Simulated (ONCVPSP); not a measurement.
## Scattering properties, ONCV potential for lithium

ONCVPSP 4.0.1 input, shortened (lines: element, Z, core and valence counts, functional; n l f; lmax; l rc ep ncon nbas qcut; lloc lpopt rc5 dvloc0; l nproj debl; icmod fcfact rcfact), PBE, scalar-relativistic:

```
  Li 3.00    1    1        4      upf
    1    0    2.00
    2    0    1.00
    2
    0    3.45    0.00    4    9    2.20
    1    3.70    0.17    4    8    2.70
    2    3.30    0.17    4    8    3.00
    4    5    3.05    0.00
    0    1    2.30
    1    3    2.60
    2    2    3.50
    1    0.55    0.00
```

In the p channel the program set the typed energies aside and used 0.050, 2.650, 5.250 Ha.

The phase is arctan(r·R′/R) of the radial function R(r), unwrapped; energies in Ha, scanned from -2 to 5 Ha. A pole is an energy at which the radial function vanishes at the test radius. The pseudo phase is shifted by a multiple of π to meet the all-electron one at the reference energy, and phase errors are pseudo minus all-electron; the curves can meet again beyond the range given. Levels narrower than the energy grid can be missing from the lists of poles. Where the grid stepped over a known ghost or core level, its pole and its step of π were put in at the level’s energy.

```
channel  radius (bohr)  reference energy (Ha)      poles, all-electron     poles, pseudo  unbroken range about the reference energy with phases within 0.05 rad  phase error 1 Ha above the reference energy (rad)
      s           3.50                  -0.11  -1.91, 0.26, 1.93, 4.55  0.24, 1.31, 3.23                                                            -1.9 to 0.4                                             -1.115
      p           3.76                   0.05         0.24, 1.39, 3.32        0.34, 3.10                                                             0.0 to 0.2                                             +2.793
      d           3.36                   0.17               1.06, 3.06        1.07, 3.08                                                              below 1.6                                             +0.006
```

Phases in the d channel:

```tsv
E (Ha)	all-electron	pseudo
-1.98	1.401	1.400
-1.62	1.381	1.381
-1.26	1.353	1.353
-0.90	1.310	1.310
-0.54	1.233	1.233
-0.18	1.047	1.046
0.18	0.185	0.185
0.54	-1.194	-1.194
0.90	-1.497	-1.495
1.26	-1.653	-1.644
1.62	-1.939	-1.875
1.98	-4.062	-3.740
2.34	-4.542	-4.509
2.70	-4.650	-4.639
3.06	-4.713	-4.708
3.42	-4.772	-4.771
3.78	-4.864	-4.863
4.14	-5.224	-5.168
4.50	-7.408	-7.226
4.86	-7.701	-7.650
```
